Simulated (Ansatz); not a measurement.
Born–Oppenheimer molecular dynamics of ClH₆NOSi (10 atoms, charge 0, multiplicity 1). It starts at the highest image of a converged band, a first-order saddle point between two minima.

Theory: Ansatz, RKS B3LYP-D4/6-31G*.

* ensemble: NVE (velocity Verlet)
* time step: 0.5 fs
* steps asked: 200
* starting velocities drawn for: 300 K
* seed: 3639

First frame:

```xyz
10
Properties=species:S:1:pos:R:3
Si 0.134 -0.147 0.138
N 0.089 -0.158 2.037
H -0.846 -0.111 2.440
H 0.660 0.570 2.467
Cl 1.931 0.401 -0.803
H -0.524 1.192 -0.031
H -0.873 -1.018 -0.533
O 1.040 -1.815 0.770
H 0.569 -2.619 0.499
H 0.625 -1.285 1.817
```

Task: How far do the bonds stretch over the last three quarters of this one trajectory? (Pairs bonded in most of those frames.)

Result: 
| bond | mean (Å) | spread (Å) | shortest | longest |
| --- | --- | --- | --- | --- |
| Si1–Cl5 | 2.128 | 0.109 | 1.95 | 2.28 |
| Si1–H6 | 1.487 | 0.031 | 1.44 | 1.56 |
| Si1–H7 | 1.492 | 0.013 | 1.47 | 1.52 |
| Si1–O8 | 1.681 | 0.054 | 1.60 | 1.79 |
| N2–H3 | 1.021 | 0.009 | 1.00 | 1.04 |
| N2–H4 | 1.022 | 0.022 | 0.98 | 1.06 |
| N2–H10 | 1.026 | 0.037 | 0.97 | 1.09 |
| O8–H9 | 0.979 | 0.010 | 0.96 | 1.00 |

Mean temperature of the second half: 1117 K. The conserved energy stayed within 0.15 meV per atom of its start (net change 0.063 meV per atom), so the integration is sound. The kinetic energy rose, since the run started high on the potential surface and went downhill. It ends in pieces (ClH3OSi + H3N), so much of that is their flight and rotation, not heat. A run of 0.1 ps of so small a system gives no equilibrium averages. The orbitals stay closed-shell, which can raise the energy where a bond breaks towards radicals; this wasn't checked here.

The run took 9.8 min on 1 thread of AMD EPYC 7R43 64-Core Processor (Zen 3) (shared host), peak memory 0.18 GiB.
